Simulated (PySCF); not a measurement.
## [TiCl6]3-: axial bond length scan

[TiCl6]3-: Ti(III) (d1), charge -3. The structure is a model geometry with rigid ligands and bond lengths from ionic radii, not a minimum; coordination octahedral, point group Oh, metal–donor distances 2.38 Å.

```
7

Ti    0.0000    0.0000    0.0000
Cl    0.0000    0.0000    2.3800
Cl    0.0000    0.0000   -2.3800
Cl    2.3800    0.0000    0.0000
Cl   -2.3800    0.0000    0.0000
Cl    0.0000    2.3800    0.0000
Cl    0.0000   -2.3800    0.0000
```

Method (PySCF 2.14, density fitting): CASSCF(1,5) with orbitals averaged over all microstates of the shell, strongly contracted NEVPT2 on the averaged canonical orbitals; basis x2c-TZVPall on the metal, x2c-SVPall elsewhere; spin-free X2C; IEF-PCM water; spin-orbit coupling by state interaction with the mean-field operator over all roots.

The two bonds along z are scaled, the others stay.

```
axial bond length  group            ground  next state (NEVPT2) / cm⁻¹  orbital energies above the lowest (NEVPT2 fit) / cm⁻¹  μeff(300 K) / μB
          2.142 Å    D4h  2B2g (from 2T2g)        2Eg (from 2T2g) 1220                                0 1220 1220 14970 21788              1.80
          2.261 Å    D4h  2B2g (from 2T2g)         2Eg (from 2T2g) 532                                  0 532 532 14927 18291              1.85
          2.380 Å     Oh              2T2g                   2Eg 14944                                      0 0 0 14944 14944              1.90
          2.499 Å    D4h   2Eg (from 2T2g)        2B2g (from 2T2g) 439                                    0 0 439 12328 15446              1.88
          2.618 Å    D4h   2Eg (from 2T2g)        2B2g (from 2T2g) 832                                     0 0 832 9990 15929              1.86
          2.856 Å    D4h   2Eg (from 2T2g)       2B2g (from 2T2g) 1538                                    0 0 1538 6177 16852              1.85
```

At 2.380 Å, 2.499 Å, 2.618 Å, 2.856 Å the ground state is orbitally degenerate, so the regular structure would distort there (Jahn–Teller).

Charge-transfer states lie outside this active space and may come lower than some of these levels. NEVPT2 lifts 2Eg from 13129 to 14944 cm⁻¹; on the d shell alone it tends to overshoot states that fill the eg-type orbitals. NEVPT2 on the d shell alone tends to put d–d bands too high for such charged or covalently bound ions.
